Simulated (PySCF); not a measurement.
# Sulfur: a sound run and one with changed settings

Sound run: S²⁺ [Ne] 3s2 3p2, S³⁺ [Ne] 3s2 3p1. All numbers are calculated (PySCF 2.14, scalar relativity by spin-free X2C-1e, in x2c-TZVPall (5s5p2d1f, 37 functions)). In the sound run the correlated levels freeze [Ne]. The sound run starts from symmetry-adapted Hartree-Fock orbitals and uses a fine grid where one is needed.

Changed run: basis STO-3G, all-electron and non-relativistic. This setting is unsound on purpose.

```tsv
species	method	sound run (hartree)	changed run (hartree)	converged
S²⁺	UHF	-397.41108	-392.09347	yes
S²⁺	PBE0	-397.82333	-392.42783	yes
S²⁺	MN15	-397.99327	-391.53623	yes
S²⁺	MP2	-397.47637	-392.10181	yes
S²⁺	CCSD(T)	-397.50082	-392.10822	yes
S³⁺	UHF	-396.15648	-390.80108	yes
S³⁺	PBE0	-396.54209	-391.10558	yes
S³⁺	MN15	-396.70898	-390.21495	yes
S³⁺	MP2	-396.20498	-390.81823	yes
S³⁺	CCSD(T)	-396.22652	-390.83050	yes
```

Ionisation energy of S²⁺:

```tsv
method	sound run (eV)	changed run (eV)
UHF	34.139	35.168
PBE0	34.864	35.980
MN15	34.947	35.954
MP2	34.596	34.928
SCS-MP2	34.503	34.880
CCSD	34.645	34.768
CCSD(T)	34.676	34.768
```

A minimal basis cannot let orbitals breathe on ionisation and holds almost no correlation. The Hamiltonian changed with the basis, so the totals do not compare.

For comparison, NIST gives 34.86 ± 0.04 eV between the lowest levels.
